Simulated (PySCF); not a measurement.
## C5H4ClS: g tensor and hyperfine couplings

C₅H₄ClS (doublet state).
Z-matrix (Å and degrees, GFN2-xTB geometry), rows numbered from 1:
```
C 
C   1  1.3545
C   2  1.4147  1  128.64
C   3  1.3818  2  113.94  1   179.97
C   4  1.3796  3  113.11  2    -0.01
Cl  5  1.7032  4  126.14  3   179.94
S   5  1.7341  4  112.69  3    -0.02
H   1  1.0749  2  120.41  3     0.06
H   1  1.0736  2  121.65  3   179.96
H   3  1.0740  2  121.59  1    -0.09
H   4  1.0750  3  124.55  2   179.97
```

The hyperfine couplings belong to this conformer and change with its torsions.

The species is `[CH2]c1ccc(Cl)s1` [radical].

Computed with PySCF 2.14.0, UKS B3LYP, pcH-1 on C Cl H S, non-relativistic, mean-field spin-orbit, GIAO. Geometry: GFN2-xTB; no solvent, vibrations or thermal averaging. The geometry wasn't refined by DFT: couplings that depend on bond lengths, twists or pyramidal angles can differ widely from those at the functional's own minimum. No stability test was run, so a lower SCF solution isn't excluded. ⟨S²⟩ is 0.781 where a pure state has 0.75.

* g1, g2, g3: 2.00183, 2.00402, 2.00689
* g_iso: 2.00425
* Form of g: rhombic: the two nearest values differ by 43 % of g3 − g1
* ⟨S²⟩: 0.7807 (exact 0.7500)
* Basis functions: 235

Hyperfine couplings atom by atom, in MHz; T1 to T3 are the principal values of the dipolar part:

```csv
atom,isotope,a_iso,of which spin–orbit,T1,T2,T3,Mulliken spin population
C1,13C,47.5,-0.1,-46.1,-45.0,91.1,0.60
C2,13C,-41.5,0.0,-23.9,9.4,14.6,-0.20
C3,13C,34.9,-0.1,-30.5,-30.1,60.6,0.39
C4,13C,-28.6,0.0,-17.5,7.9,9.7,-0.15
C5,13C,45.2,0.4,-34.0,-33.0,67.0,0.34
Cl6,35Cl,2.5,-0.1,-12.6,-7.4,20.0,0.03
S7,33S,2.1,-0.1,-8.7,-4.6,13.2,0.06
H8,1H,-36.3,0.0,-20.5,-0.9,21.4,-0.03
H9,1H,-36.9,0.0,-21.6,-0.5,22.1,-0.03
H10,1H,-25.4,0.0,-13.1,-1.4,14.5,-0.02
H11,1H,7.1,0.0,-3.1,-0.5,3.6,0.01
```

The Mulliken spin populations are largest on C1 (+0.60), C3 (+0.39), C5 (+0.34) and C2 (-0.20). Three atoms exceed +0.15. The angles at C1 add up to 360.0°, so it is planar.

Axes: g1 is normal to the molecular plane, g2 points within 6° of the C5–S7 bond and g3 points within 7° of the C1–H8 bond.

Under fast tumbling the dipolar parts average out, and these isotropic splittings remain: 1 × 1H (H9, I = 1/2, 2 lines) with 1.32 mT, 1 × 1H (H8, I = 1/2, 2 lines) with 1.29 mT, 1 × 1H (H10, I = 1/2, 2 lines) with 0.91 mT, 1 × 1H (H11, I = 1/2, 2 lines) with 0.25 mT and 1 × 35Cl (Cl6, I = 3/2, 4 lines) with 0.09 mT.

H8 and H9 aren't averaged: C1 is flat or nearly so (angle sum 360°), and its turn about the short C1–C2 bond (1.35 Å) is taken as slow.

Main isotope only: 35Cl (natural samples also hold 24 % 37Cl, magnetic too, which adds its own pattern).

The 13C coupling of C1 (47.5 MHz) shows only in satellite lines or after enrichment, since that isotope makes up about 1.07 % of natural carbon.
